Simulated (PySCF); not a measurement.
# Choosing a basis for TDDFT

Species: CH₁₀OSi₃.
SMILES: `C[SiH2][Si@H](O)[SiH3]`

TDDFT with PBE0 (PySCF), vertical singlets, core orbitals frozen in the response, spherical d and f functions. Isolated species at its PBE0-D3(BJ)/def2-SVP geometry (one conformer only).

How do the low singlets change with the basis? Take 6-31G*, def2-SVP, def2-SVPD and def2-TZVP.

```
    basis  functions  diffuse  S1 (eV)  S2 (eV)  S3 (eV)  S4 (eV)  S5 (eV)  LUMO (eV)  α (au)
   6-31G*        102       no     5.63     6.22     6.93     7.28     7.47      -0.46    88.5
 def2-SVP        132       no     5.68     6.25     6.72     7.21     7.45      -0.50    94.4
def2-SVPD        195      yes     5.49     6.12     6.49     6.80     6.88      -0.77   106.7
def2-TZVP        233       no     5.41     6.05     6.49     6.80     7.11      -0.79   102.8
```

States are compared by their number. Against the only diffuse basis here (def2-SVPD, itself not a converged limit), sets without diffuse functions differ by up to 0.20 eV in S1 and 0.59 eV in S5. State by state, the largest deviation of a set without diffuse functions is S1 0.20, S2 0.14, S3 0.43, S4 0.48, S5 0.59 eV. The same number needn't mean the same state in each row. Against def2-SVPD the polarisability deviates by -17% in 6-31G*, -11% in def2-SVP, -4% in def2-TZVP.
